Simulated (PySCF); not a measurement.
Compound: 4-(trifluoromethyl)pyridine, C6H4F3N.
Atom-mapped SMILES: `[F:1][C:2]([F:3])([F:4])[c:5]1[cH:6][cH:7][n:8][cH:9][cH:10]1` (hydrogens: H11 on C6; H12 on C7; H13 on C9; H14 on C10)

A GFN2-xTB structure was refined with PBE0-D3(BJ)/def2-SVP geometry optimisation, gas phase (PySCF). Its GFN2-xTB values:

```tsv
coordinate	GFN2-xTB
F1–C2	1.347 Å
C2–C5	1.506 Å
C5–C6	1.388 Å
C6–C7	1.388 Å
C6–H11	1.078 Å
C7–N8	1.320 Å
C7–H12	1.081 Å
C9–H13	1.081 Å
F1–C2–F3	106.3°
F1–C2–C5	111.7°
C2–C5–C6	120.1°
C2–C5–C10	120.2°
C5–C6–C7	117.5°
C6–C5–C10	119.6°
C6–C7–N8	123.3°
C7–N8–C9	118.7°
F1–C2–C5–C6	89°
```

Task: How do these coordinates change at the PBE0-D3(BJ)/def2-SVP level?

Result: 
| coordinate | PBE0-D3(BJ)/def2-SVP (Å or °) | change |
| --- | --- | --- |
| C9–H13 | 1.096 | +0.015 |
| C7–H12 | 1.096 | +0.015 |
| C6–H11 | 1.092 | +0.014 |
| F1–C2 | 1.336 | -0.011 |
| C7–N8 | 1.330 | +0.010 |
| C6–C7 | 1.393 | +0.005 |
| C5–C6 | 1.393 | +0.005 |
| C2–C5 | 1.506 | 0.000 |
| F1–C2–F3 | 107.5 | +1.2 |
| F1–C2–C5 | 110.8 | -0.9 |
| C2–C5–C10 | 121.0 | +0.8 |
| C7–N8–C9 | 117.9 | -0.8 |
| C6–C5–C10 | 119.0 | -0.6 |
| C5–C6–C7 | 118.0 | +0.5 |
| C6–C7–N8 | 123.5 | +0.2 |
| C2–C5–C6 | 120.0 | -0.1 |
| F1–C2–C5–C6 | 78 | -11 |

The energy falls by 0.88 kcal/mol over 6 energy and gradient evaluations, the largest force component goes from 0.0181 to 4.1e-04 Eh/bohr, and the atoms move by 0.098 Å rms after alignment. Among the bonds, C6–H11, C7–H12 and C9–H13 change most and about equally (+0.014 to +0.015 Å). Bonds longer at the end by more than 0.005 Å: 8 of 14; shorter: 3. Among the dihedrals that turn most is F1–C2–C5–C6, from 89° to 78°. Rotational constants go from 2955, 942.1, 815.6 to 2941, 943.7, 815.7 MHz.

The run used 160 basis functions and 45 SCF cycles in all. The run took 71 s of wall time on one thread of an Arm Neoverse V1, shared host with 64 logical CPUs at a one-minute load of 19, and the process peaked at 0.77 GiB of memory.

Whether it is a minimum is left open (no frequencies).
